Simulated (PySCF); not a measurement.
CH4Cl2OSi2, SMILES Cl[Si]1(Cl)CO[SiH2]1.

Geometry: PBE-D3(BJ)/def2-SVP. This is a generated structure with no PubChem entry under its InChIKey; it may be hypothetical.

Two levels are set side by side: PBE/def2-TZVP (PySCF) and ωB97X/def2-TZVP (PySCF). Same geometry, gas phase. Differences are taken from unrounded values.

```tsv
quantity	ωB97X
orbital gap (eV)	11.37
highest occupied level (eV)	-10.18
lowest empty level (eV)	1.19
dipole moment (D)	0.57
mean polarisability (bohr³)	88.4
```

### Question
What does PBE give, and how far is it from ωB97X? (Estimate from the structure and the level; the computed values follow.)

### Answer

```json
[
 {"quantity": "orbital gap (eV)", "PBE": "5.03", "PBE minus ωB97X": "-6.34"},
 {"quantity": "highest occupied level (eV)", "PBE": "-6.76", "PBE minus ωB97X": "3.42"},
 {"quantity": "lowest empty level (eV)", "PBE": "-1.73", "PBE minus ωB97X": "-2.92"},
 {"quantity": "dipole moment (D)", "PBE": "0.58", "PBE minus ωB97X": "0.01"},
 {"quantity": "mean polarisability (bohr³)", "PBE": "93.8", "PBE minus ωB97X": "5.4"}
]
```

PBE's occupied levels lie high since its potential decays too fast outside the molecule; exact exchange lowers them and widens the gap. Loosely held outer electrons make PBE densities more polarisable. Differences between two approximate levels are no errors against the true value.

Rough cost on one machine, each run with all the roots and properties that it gave: ωB97X against PBE within a factor of 2.
